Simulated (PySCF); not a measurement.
Electron correlation in Ru²⁺ (ruthenium, charge +2)

[Kr] 4d5 5s1, high-spin 7S determinant (an excited configuration). Calculation: PySCF 2.14, in ANO-RCC-VTZP; the spin-free X2C one-electron Hamiltonian (Gaussian nucleus). Frozen: [Kr]; 6 electrons correlated.

MP2 pair energies summed by pair of shells (mhartree):

| pair | energy | share (%) |
| --- | --- | --- |
| 4d-4d | -60.48 | 74.3 |
| 4d-5s | -20.89 | 25.7 |

Total MP2 correlation energy: -81.37 mhartree.

Same-spin part -81.37 and opposite-spin part 0.00 mhartree; SCS-MP2 scales them by 1/3 and 6/5 to -27.12 mhartree.
